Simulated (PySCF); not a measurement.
C₃H₈Mg, SMILES C[CH](C)[MgH].

The structure is a stationary point at ωB97X-D3(BJ)/def2-SVP.

Level of theory: C-PCM-ωB97X/def2-SVP (PySCF).

The values are the electrostatic part of the solvation free energy, E(continuum) − E(gas) at the gas-phase geometry, in a cavity of scaled van der Waals radii (PySCF's table); cavitation and dispersion terms are not included. A continuum can't describe solvent molecules that bind to the metal. In vacuum the orbital gap is 9.69 eV. The dipole moment in vacuum is 0.43 D.

| solvent | ε | ΔG(elec) (kcal/mol) | dipole (D) | gap (eV) |
|---|---|---|---|---|
| water | 78.36 | -10.2 | 0.40 | 10.19 |
| benzene | 2.27 | -5.2 | 0.43 | 9.97 |
| 1-octanol | 9.86 | -9.1 | 0.41 | 10.15 |
